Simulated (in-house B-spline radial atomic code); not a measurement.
# RPA and G0W0 on HSE06: In+

Configuration [Kr] 4d10 5s2, mean-field start HSE06. Computed with a B-spline radial code for spherical atoms: all electrons, non-relativistic, point nucleus, each spin shell either full or empty, empty states to l = 9 with an (l + 1/2)⁻⁴ tail; G0W0 by contour deformation at full frequency.

Without relativity these are model numbers: it shifts the levels of so heavy an element strongly and can reorder them.

Command:
```bash
python run_gw.py task.json out
```
Settings (radii: box in bohr, nucleus in fm):
```
Z                        49
electrons                48
configuration            [Kr] 4d10 5s2
hamiltonian              nr
method                   hse06
lmax                     9
spin_polarised           False
box_radius               23.78
intervals                55
ion_configuration        [Kr] 4d10 5s1
```

Run time, properties included: 4.8 s on 1 thread of AMD EPYC 7R13 Processor, with other jobs on the host.

Energies (hartree):

```
                                     term        value
                         mean-field total  -5741.95137
Hartree-Fock functional on these orbitals  -5739.95984
                      direct second order      -4.1926
                    second-order exchange       1.1555
                         SOSEX correction        1.062
```

(1) What is the RPA correlation energy, and what remains with SOSEX?

Quasi-particle levels (eV):

```json
{"level": "5s", "occupied": "yes", "mean field": "-14.700", "Σx - vxc": "-1.78", "Σc": "?", "QP weight": "?", "G0W0": "?"}
{"level": "5p", "occupied": "no", "mean field": "-8.104", "Σx - vxc": "3.47", "Σc": "-1.25", "QP weight": "0.932", "G0W0": "-5.883"}
```

G0W0 = mean field + (Σx - vxc) + Σc, with Σc (partial-wave tail included) taken at the quasi-particle energy. Only the outer levels were computed. Levels of low weight are left out.

(2) Where does G0W0 put 5s?

(3) What does it cost to remove one electron (to [Kr] 4d10 5s1) by differences of total energies, each species on its own start (correlation terms add to the Hartree-Fock functional)?

## Answers

(1) RPA gives -3.6371 hartree (-2.06 eV per electron); RPA + SOSEX gives -2.5751, and the second-order doubles -3.0372 hartree (no singles). RPA lacks exchange-type terms and so overcorrelates at short range.

(2) At -18.274 eV, with Σc = -1.79 eV and a quasi-particle weight of 0.923. The tabulated removal energy is 18.870 eV (NIST, measured); the calculation leaves out relativity, Breit and QED terms, and what these don't explain is the method's own error.

(3) HSE06 17.880 eV, Hartree-Fock functional 16.209 eV, + RPA 18.345 eV, + RPA + SOSEX 17.846 eV, + second order 19.200 eV. Tabulated: 18.870 eV (NIST, measured); the calculation leaves out relativity, Breit and QED terms, and what these don't explain is the method's own error.
